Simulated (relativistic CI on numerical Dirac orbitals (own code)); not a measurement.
## Cu³⁺ in a cubic cluster: 2p photoemission with charge transfer

Computed with a charge-transfer multiplet model of a cubic metal-ligand cluster with up to 2 ligand holes, Slater and spin-orbit integrals from Dirac-Coulomb-Breit ions, Slater integrals scaled by 0.8. The ground state mixes d8 with configurations of k ligand holes L, whose averages lie at kΔ + k(k − 1)U_dd/2; a core hole lowers each added d electron by U_cd. 300 K, Lorentzian 0.6 eV and Gaussian 0.8 eV FWHM.

Atomic integrals in eV (Slater integrals scaled, ζ unscaled), ground: F2dd 11.066, F4dd 6.905, zeta_d 0.110; with the core hole: F2dd 12.413, F4dd 7.786, zeta_d 0.150, zeta_core 13.370, F2cd 7.564, G1cd 5.867, G3cd 3.340.

Cluster parameters (eV): U_dd = 6.7, U_cd = 7.5, 10Dq = 0.8, 10Dq(ligand) = 1.6, V(eg) = 2.15, V(t2g) = -0.95, final-state hopping factor = 0.9.

```csv
Case,n_d,d8,d9L,d10L2,S
Δ = 0.6 eV,8.50,0.54,0.43,0.03,1.00
Δ = 2.6 eV,8.31,0.70,0.28,0.01,1.00
Δ = 3.6 eV,8.24,0.77,0.23,0.01,1.00
Δ = 4.6 eV,8.19,0.81,0.18,0.01,1.00
Δ = 6.6 eV,8.12,0.88,0.12,0.00,1.00
```

Weights, n_d and S are thermal averages at 300 K. Binding energies count from the first peak over 30 % of the highest in each spectrum, which can be another peak from case to case. The parameters are a model scan and need not match a compound or its usual spin state. Peaks in eV (height, largest 100):
- Δ = 0.6 eV: 0.0 (100), 5.9 (36), 9.0 (9), 10.0 (11), 11.0 (12), 13.8 (6), 20.4 (48), 25.7 (25), 31.3 (11)
- Δ = 2.6 eV: 0.0 (100), 5.6 (48), 9.2 (13), 11.7 (9), 20.5 (46), 25.9 (27), 29.5 (13)
- Δ = 3.6 eV: 0.0 (100), 5.5 (43), 8.9 (10), 11.0 (9), 20.6 (46), 26.2 (27), 29.1 (9)
- Δ = 4.6 eV: 0.0 (100), 5.0 (37), 9.2 (6), 10.5 (7), 20.6 (46), 26.2 (23)
- Δ = 6.6 eV: 0.0 (100), 4.8 (36), 20.8 (49), 26.5 (15)

Curve for Δ = 2.6 eV (points under 2 left out, the grid thinned):

E (eV), Intensity and a bar:
```
     -3.1        2.0 
     -2.4        3.3 
     -1.7        7.0 ##
     -1.0       24.6 ########
     -0.3       89.6 ##############################
      0.4       75.6 #########################
      1.1       30.8 ##########
      1.8       11.6 ###
      2.6        8.0 ##
      3.3        6.8 ##
      4.0        8.4 ##
      4.7       20.6 ######
      5.4       46.4 ###############
      6.1       40.6 #############
      6.8       20.6 ######
      7.5       10.1 ###
      8.2       10.4 ###
      8.9       12.4 ####
      9.6       12.0 ###
     10.3        7.7 ##
     11.0        6.1 #
     11.7        8.8 ##
     12.5        4.6 #
     13.2        3.7 #
     13.9        2.1 
     18.9        4.2 #
     19.6       16.0 #####
     20.3       44.8 ###############
     21.0       34.1 ###########
     21.7       12.1 ###
     22.4        7.3 ##
     23.1        4.5 #
     23.8        3.2 
     24.5        4.1 #
     25.2       12.9 ####
     25.9       27.5 #########
     26.6       14.8 ####
     27.4        4.3 #
     28.1        4.2 #
     28.8        8.7 ##
     29.5       13.1 ####
     30.2        6.6 ##
     30.9        3.3 
     31.6        3.5 
     32.3        2.0
```

For the case Δ = 3.6 eV, Δ = 3.6 eV is smaller than U_dd = 6.7 eV, the charge-transfer side of the Zaanen-Sawatzky-Allen scheme. With the core hole the configuration with one ligand hole lies at Δ − U_cd = -6.9, -4.9, -3.9, -2.9, -0.9 eV from the one without, in the order of the table; where this is negative the screened configuration lies lower, though the effective hopping of about 2.6 eV (from the holes of the mixed ground state) mixes the two strongly wherever it is as large as the gap.
